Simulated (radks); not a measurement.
Results of a calculation; reference values are marked as such.
How relativity changes the ionisation of the zinc ion Zn+ ([Ar] 3d10 4s1) to Zn2+ ([Ar] 3d10). Spin-unpolarised spherical Kohn-Sham, PBE, point nucleus unless stated (finite: rms radius 3.9283 fm), a radial shooting solver on a logarithmic mesh with Libxc functionals. A level marked "c x" has the speed of light scaled by that factor.

level                        E(Zn+) (hartree)  E(Zn2+) (hartree)  IE (eV)   HOMO  <r> HOMO (bohr)
non-rel.                          -1778.82752        -1778.16302   18.082     4s            2.440
scalar-rel.                       -1795.65537        -1794.97762   18.443     4s            2.401
scalar-rel., finite nucleus       -1795.64657        -1794.96883   18.442     4s            2.401
Dirac                             -1795.72074        -1795.04297   18.443  4s1/2            2.401
Dirac, finite nucleus             -1795.71193        -1795.03417   18.443  4s1/2            2.401
Dirac, c x 2                      -1782.97631        -1782.30858   18.170  4s1/2            2.431
Dirac, c x 10                     -1778.99254        -1778.32791   18.085  4s1/2            2.440
Dirac, c x 100                    -1778.82917        -1778.16467   18.082  4s1/2            2.440

NIST Atomic Spectra Database: 17.964 eV (measured). The relativistic part of the total energy of Zn+ is -16.88 hartree (Dirac, finite nucleus), 0.95 % of the non-relativistic value. Spin polarisation and multiplet splitting of open shells are left out at every level.

Beside tabulated values, note that spin-unpolarised runs miss the spin-polarisation part of the exchange energy of open shells.
